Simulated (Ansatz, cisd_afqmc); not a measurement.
System: CBr2F2, charge 0, singlet. CBr2F2 (dibromo(difluoro)methane, SMILES BrC(F)(Br)F).
B3LYP-D3(BJ)/def2-TZVP minimum from Ansatz (a program for electronic structure):
```
C
F 1 1.3321
F 1 1.3321 2 108.09
Br 1 1.9533 2 109.16 3 118.63
Br 1 1.9533 2 109.16 3 -118.63
```
Charge 0, spin multiplicity 1.

Total energies in cc-pVTZ, 32 correlated electrons, 31 frozen orbitals. Radicals and triplets start from unrestricted determinants; spin-orbit coupling is neglected. Cores are frozen in correlated methods (noble-gas shells, and filled d and f shells in the p block). No relativity. AFQMC/CISD: phaseless, guided by CISD from CCSD amplitudes; bars are statistical, one sigma. Outlying blocks are dropped, and bars are widened where a walk drifts. Over all cases where full CI ran beside it in this data, AFQMC minus full CI had a median of +0.1 mEh and passed +0.4 mEh in a tenth of the cases. Spin-orbit terms, left out, reach several kcal/mol for Br and I, and more for heavier atoms.

| method | program | energy (Eh) | minus AFQMC/CISD (mEh) |
|---|---|---|---|
| HF | Ansatz | -5381.73298 | 1049.6 ± 0.4 |
| MP2 | Ansatz | -5382.71764 | 64.9 ± 0.4 |
| CCSD | Ansatz | -5382.74050 | 42.1 ± 0.4 |
| CCSD(T) | Ansatz | -5382.78000 | 2.6 ± 0.4 |
| AFQMC/CISD | cisd_afqmc | -5382.7826 ± 0.0004 | 0.0 |
